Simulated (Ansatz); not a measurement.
Stepwise reaction of `[Cl][GeH2][Cl]` with hydrogen fluoride, as a gas-phase model of exchange steps in deposition or etching. ΔE in kJ/mol; ΔG adds harmonic PBE0-D4 terms to CCSD(T)/CBS, at 1 bar.

Computed with Ansatz on PBE0-D4/def2-TZVP structures; ΔE is electronic, products minus reactants. CBS: MP2 limit from def2 TZ/QZ plus the TZ coupled-cluster correction, frozen cores. This one scheme is used for every species. DFT in def2-TZVPP. B3LYP here is the variant with VWN-RPA as its local correlation; programs differ in this. For Ge outer-core shells are correlated without core-valence functions, which leaves a few kJ/mol of doubt a bond. Scalar relativity is left out up to krypton.

```json
{"step": "1", "reaction": "`[Cl][GeH2][Cl]` + H–F → `[F][GeH2][Cl]` + HCl", "PBE-D4": "13.0", "B3LYP-D4": "9.0", "ωB97M-V": "9.3", "CCSD(T)/CBS": "14.6", "ΔG(400 K)": "6.5"}
{"step": "2", "reaction": "`[F][GeH2][Cl]` + H–F → `[F][GeH2][F]` + HCl", "PBE-D4": "10.8", "B3LYP-D4": "6.3", "ωB97M-V": "6.8", "CCSD(T)/CBS": "11.2", "ΔG(400 K)": "7.8"}
```

Problem. By hand: ΔE of the 2 steps together at CCSD(T)/CBS.

Solution. (14.6) + (11.2) = 25.8 kJ/mol, or 12.9 kJ/mol a step.

In ΔE the steps differ by no more than 3.4 kJ/mol. All are uphill at CCSD(T)/CBS. ΔG lies between 6.5 and 7.8 kJ/mol a step. PBE-D4 differs from CCSD(T)/CBS by -1.6 to -0.4 kJ/mol a step. Isolated molecules leave out the surface, adducts and barriers. Largest T1 diagnostic: 0.012.
